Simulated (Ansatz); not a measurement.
The cluster Be₃O₃⁻, relaxed as a doublet with UKS r2SCAN-D4/def2-SVPD in Ansatz, starting from the r2SCAN-D4/def2-SVP geometry of the neutral singlet. Force threshold 0.02 eV/Å.

The highest occupied level of the relaxed charge -1 doublet lies above zero (up to 1.26 eV). By energy differences its removal costs 0.29 eV (each at its own geometry, to the charge 0 singlet, at PBE0-D4/def2-TZVPD). The structure comes from a short search, and lower isomers may exist.

Start:

```xyz
6

Be    0.7699    0.0789    1.0317
Be   -0.3520   -1.1542   -0.4552
Be   -0.4177    1.0753   -0.5767
O    -0.9571   -0.0981   -1.2827
O     0.4376    1.4350    0.5659
O     0.5193   -1.3370    0.7169
```

```
step  energy (eV)  largest force component (eV/Å)  SCF passes
   1   -7344.0744                           0.487          34
   2   -7344.0949                           0.241          40
   3   -7344.1017                           0.042          39
   4   -7344.1019                           0.001          40
```

Force components are those of the run's own axes.

End:

```csv
atom,x (Å),y (Å),z (Å)
Be1,0.7836,0.0803,1.0503
Be2,-0.3583,-1.1746,-0.4632
Be3,-0.4251,1.0943,-0.5868
O4,-0.9662,-0.0990,-1.2950
O5,0.4418,1.4486,0.5712
O6,0.5242,-1.3496,0.7236
```

By distances, no bond broke or formed. The bond that changes most is Be1–O5, from 1.47 to 1.49 Å (atoms count from 1).

No frequencies were taken in this run, so the end may be a saddle point.

Run time 12 s (4 threads of Intel Xeon Platinum 8488C on a shared host).
